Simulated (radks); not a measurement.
All-electron atom: Dy II in [Xe] 4f10 6s1. Method: scalar-relativistic Kohn-Sham, PBE, spin-polarised, spherical densities, finite nucleus; open shells are filled with parallel spins first (spin-orbit coupling, left out, can overturn this in heavy ions); Fermi nuclear charge, rms radius 5.2218 fm; computed with a radial shooting solver on a logarithmic mesh with Libxc functionals.

Normalised radial functions P(r) = r R(r), r in bohr:

| r | 5p up | 5p down | 6s down |
|---|---|---|---|
| 0.003508 | 0.0088 | 0.0086 | 0.0370 |
| 0.004117 | 0.0115 | 0.0113 | 0.0406 |
| 0.004793 | 0.0148 | 0.0145 | 0.0439 |
| 0.00558 | 0.0190 | 0.0186 | 0.0470 |
| 0.006496 | 0.0243 | 0.0239 | 0.0497 |
| 0.007562 | 0.0310 | 0.0305 | 0.0517 |
| 0.008804 | 0.0394 | 0.0387 | 0.0528 |
| 0.01025 | 0.0497 | 0.0488 | 0.0525 |
| 0.01203 | 0.0630 | 0.0619 | 0.0502 |
| 0.014 | 0.0782 | 0.0768 | 0.0458 |
| 0.0163 | 0.0959 | 0.0942 | 0.0388 |
| 0.01898 | 0.1161 | 0.1141 | 0.0287 |
| 0.02209 | 0.1383 | 0.1359 | 0.0155 |
| 0.02572 | 0.1614 | 0.1586 | -0.0007 |
| 0.02994 | 0.1839 | 0.1807 | -0.0193 |
| 0.03513 | 0.2039 | 0.2003 | -0.0401 |
| 0.0409 | 0.2159 | 0.2121 | -0.0591 |
| 0.04762 | 0.2166 | 0.2128 | -0.0745 |
| 0.05543 | 0.2012 | 0.1976 | -0.0830 |
| 0.06453 | 0.1653 | 0.1624 | -0.0814 |
| 0.07513 | 0.1063 | 0.1044 | -0.0669 |
| 0.08746 | 0.0250 | 0.0245 | -0.0387 |
| 0.1026 | -0.0781 | -0.0768 | 0.0038 |
| 0.1195 | -0.1793 | -0.1762 | 0.0499 |
| 0.1391 | -0.2643 | -0.2597 | 0.0920 |
| 0.1619 | -0.3101 | -0.3047 | 0.1179 |
| 0.1885 | -0.2954 | -0.2902 | 0.1164 |
| 0.2195 | -0.2084 | -0.2047 | 0.0813 |
| 0.2555 | -0.0546 | -0.0535 | 0.0160 |
| 0.2998 | 0.1490 | 0.1466 | -0.0692 |
| 0.349 | 0.3328 | 0.3271 | -0.1406 |
| 0.4063 | 0.4508 | 0.4432 | -0.1758 |
| 0.473 | 0.4568 | 0.4497 | -0.1564 |
| 0.5507 | 0.3323 | 0.3281 | -0.0800 |
| 0.6411 | 0.0946 | 0.0954 | 0.0360 |
| 0.7463 | -0.2078 | -0.2012 | 0.1596 |
| 0.8758 | -0.5256 | -0.5143 | 0.2581 |
| 1.02 | -0.7648 | -0.7522 | 0.2909 |
| 1.187 | -0.9020 | -0.8923 | 0.2496 |
| 1.382 | -0.9244 | -0.9207 | 0.1370 |
| 1.609 | -0.8458 | -0.8485 | -0.0274 |
| 1.873 | -0.6990 | -0.7061 | -0.2133 |
| 2.18 | -0.5241 | -0.5325 | -0.3872 |
| 2.559 | -0.3481 | -0.3559 | -0.5262 |
| 2.979 | -0.2122 | -0.2186 | -0.5968 |
| 3.467 | -0.1156 | -0.1200 | -0.5986 |
| 4.037 | -0.0553 | -0.0577 | -0.5340 |
| 4.699 | -0.0227 | -0.0238 | -0.4235 |
| 5.471 | -0.0078 | -0.0082 | -0.2992 |
| 6.369 | -0.0022 | -0.0023 | -0.1879 |
| 7.474 | -0.0005 | -0.0005 | -0.1004 |
| 8.701 | -0.0001 | -0.0001 | -0.0479 |
| 10.13 | 0.0000 | 0.0000 | -0.0194 |
| 11.79 | 0.0000 | 0.0000 | -0.0065 |

5p up: eigenvalue -32.384 eV, 3 radial nodes at r = 0.0911, 0.267, 0.674 bohr, <r> = 1.54 bohr, 90 % of the charge inside 2.27 bohr. 5p down: eigenvalue -31.004 eV, 3 radial nodes at r = 0.0911, 0.267, 0.675 bohr, <r> = 1.55 bohr, 90 % of the charge inside 2.29 bohr. 6s down (empty): eigenvalue -8.190 eV, 5 radial nodes at r = 0.0256, 0.101, 0.264, 0.613, 1.57 bohr, <r> = 3.66 bohr, 90 % of the charge inside 5.30 bohr.
